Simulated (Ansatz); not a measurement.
CH7BGaN, SMILES `[CH3][GaH][BH]N`. Charge 0, multiplicity 1. Geometry: relaxed with PBE0-D4/def2-TZVP. It is one conformer, not always the lowest.

```xyz
11

C    -0.518    1.228    1.715
Ga   -0.924    0.255    0.038
B     0.305   -1.214   -0.806
N     1.297   -0.998   -1.754
H    -0.523    2.306    1.524
H     0.443    0.957    2.153
H    -1.305    1.039    2.452
H    -2.332    0.630   -0.592
H     0.167   -2.359   -0.456
H     1.528   -0.100   -2.145
H     1.863   -1.743   -2.129
```

(1) What is the dipole moment at B3LYP/def2-TZVPP? (An estimate is asked.)

(2) And with PBE, r2SCAN, ωB97M-V? (Estimate.)

(3) Give the Mulliken charges with B3LYP, ωB97M-V, PBE in def2-TZVPP. (An estimate is asked.)

Answers

(1) Computed: 2.42 D, with components (2.09, -0.09, -1.21) D in this frame, pointing from negative to positive charge.

(2) Computed: PBE 2.47 D, r2SCAN 2.44 D, ωB97M-V 2.44 D.

(3) The calculation gave: 
| atom | B3LYP | ωB97M-V | PBE |
| --- | --- | --- | --- |
| C1 | -0.40 | -0.49 | -0.38 |
| Ga2 | 0.07 | 0.11 | 0.05 |
| B3 | 0.06 | -0.01 | 0.02 |
| N4 | -0.24 | -0.20 | -0.23 |
| H5 | 0.08 | 0.11 | 0.09 |
| H6 | 0.09 | 0.11 | 0.10 |
| H7 | 0.09 | 0.11 | 0.09 |
| H8 | -0.09 | -0.06 | -0.07 |
| H9 | 0.00 | 0.05 | -0.01 |
| H10 | 0.16 | 0.13 | 0.17 |
| H11 | 0.16 | 0.14 | 0.18 |

B3LYP here is the variant with VWN-RPA as its local correlation; programs differ in this.
